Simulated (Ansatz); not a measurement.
## Molecular dynamics of CHSe, charge +1

Input:

```yaml
crystal:
  periodic: [false, false, false]
  atoms:
    - { symbol: C, position_ang: [-0.140951, -0.057392, -0.083576] }
    - { symbol: Se, position_ang: [1.178535, 0.480202, 0.698828] }
    - { symbol: H, position_ang: [-1.037584, -0.42281, -0.615252] }
total_charge: 1
basis:
  gaussian: { orbitals: def2-SVP }
hamiltonian:
  xc: pbe
md:
  timestep: 0.5
  n_steps: 400
  ensemble: nvt_langevin
  temperature: 500.0
  initial_velocities: maxwell_boltzmann
  seed: 834975
  friction: 0.001
scf:
  lower_state_search: "off"
```

Run as:

```bash
$ ansatz run input.yaml --threads 1 --pin off --max-ram 2048MiB --backend cpu --events-out ev --progress --plain --runs-dir out
```

It starts from a relaxed structure.

Output, in part (step lines, the closing report, with atoms numbered from 0):

```
md step     0: t =     0.00 fs  T =   333.3 K  F+E_penalty+E_count = -66372.64386559 eV  E_kin = 0.129260 eV  (16 SCF iters)
md step     1: t =     0.50 fs  T =   326.6 K  F+E_penalty+E_count = -66372.64367583 eV  E_kin = 0.126632 eV  (19 SCF iters)
md step     2: t =     1.00 fs  T =   321.1 K  F+E_penalty+E_count = -66372.64311635 eV  E_kin = 0.124531 eV  (19 SCF iters)
md step     3: t =     1.50 fs  T =   321.1 K  F+E_penalty+E_count = -66372.64220012 eV  E_kin = 0.124505 eV  (19 SCF iters)
md step     4: t =     2.00 fs  T =   325.6 K  F+E_penalty+E_count = -66372.64089157 eV  E_kin = 0.126263 eV  (19 SCF iters)
md step     5: t =     2.50 fs  T =   314.6 K  F+E_penalty+E_count = -66372.63922712 eV  E_kin = 0.121979 eV  (20 SCF iters)
md step     6: t =     3.00 fs  T =   325.8 K  F+E_penalty+E_count = -66372.63731599 eV  E_kin = 0.126320 eV  (20 SCF iters)
md step     7: t =     3.50 fs  T =   328.7 K  F+E_penalty+E_count = -66372.63523320 eV  E_kin = 0.127476 eV  (20 SCF iters)
[... lines left out ...]
md step   397: t =   198.50 fs  T =   107.0 K  F+E_penalty+E_count = -66372.56516981 eV  E_kin = 0.041505 eV  (21 SCF iters)
md step   398: t =   199.00 fs  T =   107.9 K  F+E_penalty+E_count = -66372.56535168 eV  E_kin = 0.041844 eV  (21 SCF iters)
md step   399: t =   199.50 fs  T =   114.5 K  F+E_penalty+E_count = -66372.56578427 eV  E_kin = 0.044411 eV  (21 SCF iters)
md step   400: t =   200.00 fs  T =   123.1 K  F+E_penalty+E_count = -66372.56633626 eV  E_kin = 0.047720 eV  (21 SCF iters)
Total energy: -66372.56635851 eV, -2439.1468247339 hartree
Atom 0 at    -0.364639     0.755609     1.093940 Å, force    -0.638778     0.037753    -0.626707 eV/Å
Atom 1 at     1.125726     0.500841     0.511146 Å, force     0.504398    -0.057415     0.156197 eV/Å
Atom 2 at    -1.458134     0.915113     1.185101 Å, force     0.134380     0.019662     0.470510 eV/Å
Dipole moment:    -0.422215     0.065468     0.082814 e Å
```

The steps, from the saved trajectory:

| time (fs) | T (K) | potential energy less start (eV) |
| --- | --- | --- |
| 0.0 | 333 | 0.000 |
| 6.5 | 262 | 0.025 |
| 13.0 | 225 | 0.046 |
| 19.5 | 215 | 0.026 |
| 26.0 | 288 | 0.002 |
| 32.5 | 196 | 0.036 |
| 39.0 | 124 | 0.057 |
| 45.5 | 208 | 0.023 |
| 52.0 | 251 | 0.008 |
| 58.5 | 154 | 0.040 |
| 65.0 | 166 | 0.046 |
| 71.5 | 277 | 0.009 |
| 78.0 | 289 | 0.023 |
| 84.5 | 192 | 0.054 |
| 91.0 | 277 | 0.030 |
| 97.5 | 308 | 0.023 |
| 104.0 | 173 | 0.051 |
| 110.5 | 149 | 0.046 |
| 117.0 | 264 | 0.011 |
| 123.5 | 221 | 0.027 |
| 130.0 | 131 | 0.062 |
| 136.5 | 242 | 0.027 |
| 143.0 | 233 | 0.003 |
| 149.5 | 138 | 0.039 |
| 156.0 | 118 | 0.041 |
| 162.5 | 221 | 0.005 |
| 169.0 | 165 | 0.025 |
| 175.5 | 98 | 0.057 |
| 182.0 | 167 | 0.037 |
| 188.5 | 274 | 0.004 |
| 195.0 | 175 | 0.054 |

All steps were run. The mean temperature of the second half is 63 % below the set value. A run of 0.2 ps of so small a system gives no equilibrium averages. Limits of this set-up: the dipole of an ion depends on the origin.

The same pairs are bonded in the first frame and the last. Pairs count as bonded within 1.25 times the sum of covalent radii (0.12 Å more for H–H).

Last frame:

```xyz
3
Properties=species:S:1:pos:R:3
C -0.365 0.756 1.094
Se 1.126 0.501 0.511
H -1.458 0.915 1.185
```

Run time: 6.5 min on 1 CPU thread of a shared host.
